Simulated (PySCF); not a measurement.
**BiBr⁺: from constants to spectrum**

UHF-CCSD(T) constants of BiBr⁺, ²Π (doublet), unpaired electrons π ↑ (PySCF, scalar-relativistic core potentials, basis sets Bi def2-SVP with ECP60, Br def2-SVP; masses 208.9804 and 78.9183 u):

```
ωe   : 261.2 cm⁻¹
ωexe : 0.489 cm⁻¹
Be   : 0.046058 cm⁻¹
αe   : 0.000116 cm⁻¹
```

Q: What force constant and bond length do these constants imply?

A: Reduced mass μred = 57.285 u; k = 5.8918×10⁻⁷·μred·ωe² (u, cm⁻¹, mdyn/Å) = 2.30 mdyn/Å; Re = √(16.8576/(μred·Be)) (u, cm⁻¹, Å) = 2.528 Å.

Q: Estimate the centrifugal constant D from the Kratzer relation and find the Dunham coefficient a1.

A: D = 4Be³/ωe² = 5.73e-09 cm⁻¹; a1 = −1 − αeωe/(6Be²) = -3.38.

Correlated steps freeze 13 core orbitals. Spin–orbit coupling is left out, which matters for elements this heavy, above all for dissociation energies. The state was picked by a PBE0 search and need not be the measured ground state.
